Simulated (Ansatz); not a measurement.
Stepwise reaction of `[NH2][Al]([O][SiH3])[O][SiH3]` with ammonia, as a gas-phase model of exchange steps in deposition or etching. ΔE in kJ/mol.

Computed with Ansatz on PBE0-D4/def2-TZVP structures; ΔE is electronic, products minus reactants. CCSD(T)/CBS adds triple-zeta CCSD(T) − MP2 to the extrapolated MP2 energy (def2 sets, frozen cores). This one scheme is used for every species. DFT in def2-TZVPP. B3LYP here is the variant with VWN-RPA as its local correlation; programs differ in this. One conformer a species, not always the lowest.

```tsv
step	reaction	PBE-D4	B3LYP-D4	ωB97M-V	CCSD(T)/CBS
1	`[NH2][Al]([O][SiH3])[O][SiH3]` + NH₃ → `[NH2][Al]([NH2])[O][SiH3]` + `O[SiH3]`	70.3	77.8	74.1	76.1
2	`[NH2][Al]([NH2])[O][SiH3]` + NH₃ → `[NH2][Al]([NH2])[NH2]` + `O[SiH3]`	76.7	84.9	81.2	82.2
```

(1) By hand: ΔE of the 2 steps together at CCSD(T)/CBS.

Answers

(1) (76.1) + (82.2) = 158.3 kJ/mol, or 79.2 kJ/mol a step.

In ΔE each step is higher than the one before. All are uphill at CCSD(T)/CBS. PBE-D4 differs from CCSD(T)/CBS by -5.8 to -5.5 kJ/mol a step. Only this route is followed, and other bonds may react first. Isolated molecules leave out the surface, adducts and barriers. Largest T1 diagnostic: 0.011.
